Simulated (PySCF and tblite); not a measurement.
Results of a calculation; reference values are marked as such.
System: C7H11N, numbered as in [CH2:1]=[CH:2][N:3]1[CH2:4][C@@H:5]1[CH:6]1[CH2:7][CH2:8]1.

Motion: pyramidal inversion at N3. GFN2-xTB gives an electronic barrier of 5.8 kcal/mol and a reaction energy of -0.4 kcal/mol.

(1) What does PBE0/pcSseg-1 + D3(BJ) give on GFN2-xTB geometries?

Programs: tblite and PySCF.

Answers

(1) A barrier of 8.5 kcal/mol, 2.7 above the tight-binding barrier (from unrounded values), a reaction energy of 0.5 kcal/mol and, with GFN2-xTB thermal terms, ΔG‡(298 K) = 8.1 kcal/mol and k = 7.3×10⁶ s⁻¹ (1 equivalent path).
